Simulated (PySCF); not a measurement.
## Radial density of Pd⁺ (palladium, charge +1)

UHF, [Kr] 4d9, 2D determinant. Calculation: PySCF 2.14, in cc-pVDZ-PP with ECP28MDF; a scalar-relativistic core potential. This is the valence pseudo-density: the core potential removes the inner electrons and smooths the orbitals near the nucleus.

| r (bohr) | 4πr²ρ (e/bohr) | 4πr²(ρα − ρβ) |
| --- | --- | --- |
| 0.0187 | 1.448e-05 | 0.0000 |
| 0.0314 | 3.675e-05 | 0.0000 |
| 0.0528 | 8.785e-05 | 0.0000 |
| 0.0888 | 0.0003312 | 0.0000 |
| 0.149 | 0.003408 | 0.0002 |
| 0.251 | 0.05618 | 0.0037 |
| 0.423 | 1.318 | 0.0580 |
| 0.711 | 12.44 | 0.4927 |
| 1.20 | 13.65 | 0.8098 |
| 2.01 | 3.024 | 0.2642 |
| 3.38 | 0.2302 | 0.0122 |
| 5.69 | 0.004139 | 0.0000 |

Energies and moments cover only the electrons outside the core potential.
